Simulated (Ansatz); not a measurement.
Reaction (formal exchange of groups at a C–F bond): `OC(F)[TeH]` + SiH₄ → `OC([SiH3])[TeH]` + H–F

Gas-phase electronic energies from Ansatz, PBE0-D4/def2-TZVP geometries. CBS: MP2 limit from def2 TZ/QZ plus the TZ coupled-cluster correction, frozen cores. This one scheme is used for every species. Functionals use def2-TZVPP. def2 core potentials past Kr. For Te outer-core shells are correlated without core-valence functions, which leaves a few kJ/mol of doubt a bond. Each species was taken in one conformer, which may not be the lowest.

```tsv
level	ΔE (kcal/mol)
PBE0-D4	-8.8
CCSD/CBS(def2)	-11.5
```

Question: What does CCSD(T)/CBS give? (Estimate.)

Answer: The calculation gave: -12.0 kcal/mol. The listed levels differ from it by 3.2, 0.5 kcal/mol.

Largest T1 diagnostic among the species: 0.012.

The D4 term adds −2.8 kcal/mol with B3LYP and −1.5 kcal/mol with PBE0; it sums over pairs of atoms, weighted by their polarisabilities, and B3LYP, whose exchange is more repulsive, gets the larger term. From PBE to PBE0 (25 % exact exchange), in def2-TZVPP and without D4, ΔE moves by −1.2 kcal/mol. In def2-TZVPP, CCSD(T) changes the Hartree–Fock value by −6.4 kcal/mol (the triples alone add −0.5 kcal/mol) and MP2 by −9.5 kcal/mol.

B3LYP here is the variant with VWN-RPA as its local correlation; programs differ in this.
